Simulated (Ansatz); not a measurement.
Geometry optimisation, Ansatz, RKS PBE/def2-SVP.

Input:

```yaml
crystal:
  periodic: [false, false, false]
  atoms:
    - { symbol: Ta, position_ang: [-0.099781, -0.354176, 0.014975] }
    - { symbol: F, position_ang: [1.78134, -0.579067, 0.232453] }
    - { symbol: Cl, position_ang: [-0.395376, -0.838004, 2.292414] }
    - { symbol: F, position_ang: [0.297611, 0.379079, -1.690517] }
    - { symbol: F, position_ang: [-1.368032, 1.025664, 0.190863] }
    - { symbol: F, position_ang: [-0.894061, -1.901996, -0.644138] }
    - { symbol: Si, position_ang: [1.439994, 2.699249, 1.571739] }
    - { symbol: H, position_ang: [1.80419, 2.34136, 2.98066] }
    - { symbol: H, position_ang: [2.514968, 3.52742, 0.932863] }
    - { symbol: H, position_ang: [0.121202, 3.408029, 1.522038] }
    - { symbol: H, position_ang: [1.349345, 1.431342, 0.807448] }
basis:
  gaussian: { orbitals: def2-SVP }
hamiltonian:
  xc: pbe
relax:
  f_tol: 0.03
  max_steps: 50
```

Run as:

```bash
$ ansatz run input.yaml --threads 4 --pin off --max-ram 5120MiB --backend cpu --events-out ev --progress --plain --runs-dir out
```

Q: Where does it end, and by what steps?

A: The forces met the threshold. After 8 steps the energy has fallen by 0.103 eV; F2 moved furthest, 0.36 Å.

```json
{"step": "0", "energy less start (eV)": "0.0000", "largest force component (eV/Å)": "0.678", "accepted": "yes"}
{"step": "1", "energy less start (eV)": "-0.0736", "largest force component (eV/Å)": "0.261", "accepted": "yes"}
{"step": "2", "energy less start (eV)": "-0.0847", "largest force component (eV/Å)": "0.079", "accepted": "yes"}
{"step": "3", "energy less start (eV)": "-0.0880", "largest force component (eV/Å)": "0.065", "accepted": "yes"}
{"step": "4", "energy less start (eV)": "-0.0943", "largest force component (eV/Å)": "0.118", "accepted": "yes"}
{"step": "5", "energy less start (eV)": "-0.0975", "largest force component (eV/Å)": "0.088", "accepted": "yes"}
{"step": "6", "energy less start (eV)": "-0.1012", "largest force component (eV/Å)": "0.097", "accepted": "yes"}
{"step": "7", "energy less start (eV)": "-0.1024", "largest force component (eV/Å)": "0.069", "accepted": "yes"}
{"step": "8", "energy less start (eV)": "-0.1030", "largest force component (eV/Å)": "0.013", "accepted": "yes"}
```

```xyz
11
Properties=species:S:1:pos:R:3
Ta -0.035 -0.329 0.039
F 1.754 -0.933 0.160
Cl -0.234 -0.644 2.357
F 0.481 0.522 -1.573
F -1.364 1.011 0.178
F -0.949 -1.808 -0.621
Si 1.376 2.698 1.563
H 1.764 2.231 2.931
H 2.451 3.529 0.931
H 0.055 3.399 1.560
H 1.251 1.464 0.684
```

The run took 21 s on 4 threads of Arm Neoverse V2, with other jobs on the host, peak memory 0.21 GiB.
